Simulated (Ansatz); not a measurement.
BH₇SSi₂ from Hartree–Fock to CCSD(T)

Z-matrix (Å, degrees):
```
B
S 1 2.026
Si 1 1.966 2 69.2
H 1 1.197 2 105.9 3 -111.4
H 1 1.194 2 111.3 3 114.9
H 2 1.344 1 99.1 3 -88.6
Si 3 2.333 1 125.0 2 -85.7
H 3 1.489 1 122.0 2 86.6
H 7 1.487 3 111.6 1 131.9
H 7 1.486 3 108.1 1 11.4
H 7 1.488 3 109.6 1 -107.5
```

Total charge 0; spin multiplicity 1. The bonds changed during the relaxation, so this is another structure than the one it started from. All single points use the PBE0-D4/def2-TZVP geometry. It is one conformer, not always the lowest. Frozen core, restricted reference, Ansatz. CBS rows extrapolate triple and quadruple zeta; past MP2 they add the triple-zeta difference.

```tsv
basis	HF (Eh)	MP2 corr.	CCSD corr.	(T)	CCSD(T) total
def2-TZVPP	-1004.17664	-0.55296	?	?	?
def2-QZVPP	-1004.20659	?	–	–	–
CBS(def2)	-1004.21072	?	-0.69029	as TZ	?
```

(1) Fill in the withheld values. (Estimate.)

Results:

(1) The calculation gave: def2-TZVPP CCSD corr.: -0.61917; def2-TZVPP (T): -0.02752; def2-TZVPP CCSD(T) total: -1004.82333; def2-QZVPP MP2 corr.: -0.59381; CBS(def2) MP2 corr.: -0.62408; CBS(def2) CCSD(T) total: -1004.92853.
